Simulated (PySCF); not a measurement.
# ZrBr₂, singlet: structure and spectrum

Method: PySCF, PBE0, basis Zr def2-TZVP with ECP28, Br def2-TZVP (scalar-relativistic core potentials, no spin–orbit coupling, density fitting).

The structure is a minimum.

- Point group: C2v
- Bond lengths: Zr–Br 2.451 Å (×2)
- Bond angles: Br–Zr–Br 134.9°
- Rotational symmetry number: 2
- Lowest empty level: -3.36 eV
- Heat capacity Cp at 298.15 K: 55.7 J/(mol K)
- Atomisation energy without zero-point energy: 819 kJ/mol
- Principal quadrupole moments (Buckingham, traceless) about the centre of mass: -3.66, -0.32, 3.98 D Å
- Highest occupied level: -5.47 eV
- Zero-point energy: 3.7 kJ/mol
- Rotational constants: 0.3329, 0.02084, 0.01961 cm⁻¹
- Enthalpy at 298.15 K above 0 K: 14.43 kJ/mol
- Dipole moment: 1.21 D
- Entropy at 298.15 K and 1 bar: 326.2 J/(mol K)
- Principal polarisabilities: 103.6, 108.6, 125.4 bohr³

Harmonic modes (masses in u: Zr 89.905, Br 78.918):
```
symmetry  ω (cm⁻¹)  IR (km/mol)  μ (u)     type
      a1        45          0.8  83.05     bend
      a1       254          7.2  81.20  stretch
      b2       322         62.2  85.16  stretch
```

In C2v the vibrations span 2a1 + b2. Here b1 is antisymmetric to the molecular plane and b2 lies in it.

Charges (e):
```json
{"atom": "Zr1", "Mulliken": "0.67", "Löwdin": "-0.26", "polar tensor": "0.90", "Mayer order to Zr1": "–"}
{"atom": "Br2,3", "Mulliken": "-0.33", "Löwdin": "0.13", "polar tensor": "-0.45", "Mayer order to Zr1": "1.19"}
```

Mulliken populations on Zr1 (electrons outside its core potential): s 3.19, p 6.22, d 1.89, f 0.03.

Other isomers or separated fragments may lie lower. At the minimum of this search the closed-shell solution is unstable towards spin polarisation, so a lower open-shell solution exists.

The final relaxation and frequency run took roughly 8 core-minutes on a shared host.
